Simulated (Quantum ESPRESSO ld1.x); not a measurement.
Species: the thallium ion Tl+. Configuration: [Hg]. Method: Dirac Kohn-Sham, exchange-only PBE, spin-unpolarised, spherical densities, point nucleus; computed with ld1.x of Quantum ESPRESSO 7.5. Some entries of the table are withheld. Estimate them.

orbital,occ.,eigenvalue (eV),<r^2> (bohr^2)
1s1/2,2,-85498.2,(1)
2s1/2,2,-15214.7,0.005545
2p1/2,2,-14602.4,0.003911
2p3/2,4,-12536.3,0.005095
3s1/2,2,-3635.55,0.03597
3p1/2,2,(2),0.03273
3p3/2,4,(3),0.03909
3d3/2,4,-2447.32,(4)
3d5/2,6,-2349.24,(5)
4s1/2,2,-815.859,0.1731
4p1/2,2,-697.285,0.1760
4p3/2,4,-585.592,0.2078
4d3/2,4,-392.411,0.2171
4d5/2,6,-371.580,0.2282
5s1/2,2,-136.725,0.8641
4f5/2,6,-122.196,0.2595
4f7/2,8,-117.598,0.2669
5p1/2,2,-96.9613,(6)
5p3/2,4,-76.7217,(7)
5d3/2,4,(8),2.160
5d5/2,6,(9),2.349
6s1/2,2,-15.4439,6.679
6p1/2,0,-8.6601,11.07
6p3/2,0,-7.3443,13.98
7s1/2,0,-3.7023,45.05
6d3/2,0,-2.3494,50.24
6d5/2,0,-2.2977,52.51
5f5/2,0,-0.8997,286.8
5f7/2,0,-0.8996,286.8

Answer. 
(1) 1s1/2 <r^2> (bohr^2): 0.0003686
(2) 3p1/2 eigenvalue (eV): -3360.07
(3) 3p3/2 eigenvalue (eV): -2900.74
(4) 3d3/2 <r^2> (bohr^2): 0.02987
(5) 3d5/2 <r^2> (bohr^2): 0.03159
(6) 5p1/2 <r^2> (bohr^2): 1.002
(7) 5p3/2 <r^2> (bohr^2): 1.215
(8) 5d3/2 eigenvalue (eV): -22.8940
(9) 5d5/2 eigenvalue (eV): -20.6945
